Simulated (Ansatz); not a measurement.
Total energies of ClK (`[Cl][K]`).

Z-matrix (Å, degrees):
```
Cl
K 1 2.684
```

Total charge 0; spin multiplicity 1. Correlated methods include outer-core shells of K, which these sets cover unevenly. Scalar relativity is left out up to krypton. The geometry is a stationary point of PBE0-D4/def2-TZVP. Basis def2-TZVPP, the Gaussian-basis code of Ansatz.

RPA on PBE orbitals: Hartree–Fock energy of these orbitals -1058.73110 Eh, correlation -0.56481 Eh (frozen core).

| functional | energy without D4 (Eh) | D4 term (kJ/mol) |
| --- | --- | --- |
| LDA (SPW92) | -1056.98594 | – |
| PBE | -1059.80477 | -2.1 |
| BLYP | -1060.20763 | -4.3 |
| B97M-V | -1059.94171 | – |
| PBE0 | -1059.89113 | -1.8 |
| B3LYP | -1060.24446 | -3.5 |
| HSE06 (plane-wave form) | -1059.87506 | -1.7 |
| BHLYP | -1060.22531 | -4.1 |
| LC-ωPBE | -1059.94590 | – |
| ωB97M-V | -1060.16640 | – |

Question: Give the same for revPBE, r2SCAN, r2SCANh, r2SCAN0, CAM-B3LYP, ωB97X-V, B2PLYP, PBE-QIDH. (An estimate is asked.)

Answer: Ansatz gave: 
| functional | energy without D4 (Eh) | D4 term (kJ/mol) |
| --- | --- | --- |
| revPBE | -1060.02564 | -3.9 |
| r2SCAN | -1060.14799 | -0.4 |
| r2SCANh | -1060.14732 | -0.4 |
| r2SCAN0 | -1060.14660 | -0.5 |
| CAM-B3LYP | -1060.25215 | -1.9 |
| ωB97X-V | -1060.06344 | – |
| B2PLYP | -1059.93539 | – |
| PBE-QIDH | -1059.71072 | – |

B3LYP takes the VWN-RPA correlation (the form of Gaussian; ORCA's B3LYP/G). HSE06 is the plane-wave form, built on full-range PBE exchange. The double hybrids freeze the cores in their second-order part.

LC-ωPBE has ω = 0.4 bohr⁻¹.
